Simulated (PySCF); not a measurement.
Property card for `CO/C(C)=C/COC(F)(F)F`

Compound: C6H9F3O2.
SMILES with atom numbers: `[CH3:1][O:2]/[C:3]([CH3:4])=[CH:5]/[CH2:6][O:7][C:8]([F:9])([F:10])[F:11]` (hydrogens: H12, H13, H14 on C1; H15, H16, H17 on C4; H18 on C5; H19, H20 on C6)

Cartesian coordinates in Å at the PBE0-D3(BJ)/def2-SVP level; atoms count from 1:
```xyz
20
C6H9F3O2 angstrom
C     -2.712   -0.584   -0.786
O     -2.229    0.304    0.186
C     -0.930    0.645    0.157
C     -0.580    1.553    1.296
C     -0.047    0.219   -0.770
C      1.393    0.593   -0.716
O      2.166   -0.131    0.271
C      2.398   -1.423    0.055
F      2.885   -1.663   -1.172
F      3.287   -1.842    0.941
F      1.306   -2.187    0.181
H     -3.776   -0.740   -0.569
H     -2.606   -0.166   -1.802
H     -2.184   -1.552   -0.743
H      0.250    1.140    1.886
H     -0.271    2.546    0.934
H     -1.455    1.678    1.945
H     -0.359   -0.470   -1.556
H      1.541    1.639   -0.418
H      1.874    0.452   -1.694
```

Among its groups: C=C double bond, ether, CF3 group and C–F bond.

**PBE0-D3(BJ)/def2-SVP geometry optimisation, gas phase (PySCF)**

| Property | Result |
| --- | --- |
| Point group | C1 |
| Rotational constants A, B, C | 2.011, 0.579, 0.535 GHz |

From CAM-B3LYP/def2-SVPD ground state and vertical TDDFT (core frozen in the response) (PySCF):

| Property | Result |
| --- | --- |
| Dipole moment | 2.99 D |
| HOMO energy | -8.17 eV |
| LUMO energy | 1.09 eV |
| HOMO–LUMO gap | 9.26 eV |
| Lowest singlet excitation | 6.36 eV (195 nm, f = 0.278) |
| Strongest line among the 10 lowest singlet transitions | S1 at 6.36 eV (195 nm, f = 0.278) |
| Lowest triplet excitation (Tamm–Dancoff) | 4.09 eV |
| Static isotropic polarisability | 85.4 au |
| Electronic spatial extent ⟨r²⟩ about the centre of nuclear charge | 2112 bohr² |

From PBE0/pcSseg-1 ground state and GIAO shieldings, non-relativistic (PySCF):

| Property | Result |
| --- | --- |
| Lowest Hirshfeld atomic charge | -0.15 e on O7 |
| Highest Hirshfeld atomic charge | +0.31 e on C8 |
| 13C chemical shifts (computed TMS as zero) by class | 172.0 (C3), 128.6 (C8), 93.0 (C5), 63.4 (C6), 54.5 (C1), 19.0 (C4) ppm |
| 1H chemical shifts (computed TMS as zero) by class | 4.47 (H18), 4.34 (H19/H20), 3.49 (H12/H13/H14), 2.12 (H15/H16/H17) ppm |
| Isotropic shieldings of nuclei other than C and H, by class | 196 (O2), 208 (O7), 248 (F9/F10/F11) ppm |
| Mayer bond orders between heavy atoms | C1–O2 0.90, O2–C3 1.07, C3–C4 1.05, C3–C5 1.73, C5–C6 1.09, C6–O7 0.82, O7–C8 1.12, C8–F9 0.99, C8–F10 1.06, C8–F11 1.01 |

B3LYP/pcJ-1 indirect spin-spin coupling, non-relativistic, gas phase; spin–dipole term left out for some pairs (PySCF):

| Item | Value |
| --- | --- |
| Largest of the computed one-bond spin–spin couplings (means over like bonds) | 19F–13C -329.4 (F9–C8 and 2 like it), 13C–1H +167.5 (C5–H18), 13C–1H +153.8 (C6–H19 and 1 like it), 13C–1H +149.3 (C1–H12 and 2 like it), 13C–1H +135.5 (C4–H15 and 2 like it) Hz |

Monoisotopic mass (most abundant isotopes): 170.0555 u.

The dipole matches unit charges of opposite sign 0.62 Å apart (1 e·Å = 4.8032 D). In wavenumbers S1 is 51300 cm⁻¹ (1 eV = 8065.54 cm⁻¹). The principal polarisabilities are 72.3, 83.5 and 100.4 au; their mean is the isotropic value. The polarisability is 12.65 Å³ as a volume (1 au = 0.148185 Å³), or 0.97 au for each of the 88 electrons. The largest Löwdin shares of the HOMO are 0.37 on C5, 0.21 on C3, 0.20 on O2 and 0.05 on C6.

 NMR classes are plain means over equivalent atoms (diastereotopic ones count apart unless rotation or inversion swaps them), as if these changed places fast; in this geometry the members of some classes differ.

One conformer stands for the species.

One-bond C–F couplings are unscaled; at this level they come out some 30 % too large in size.
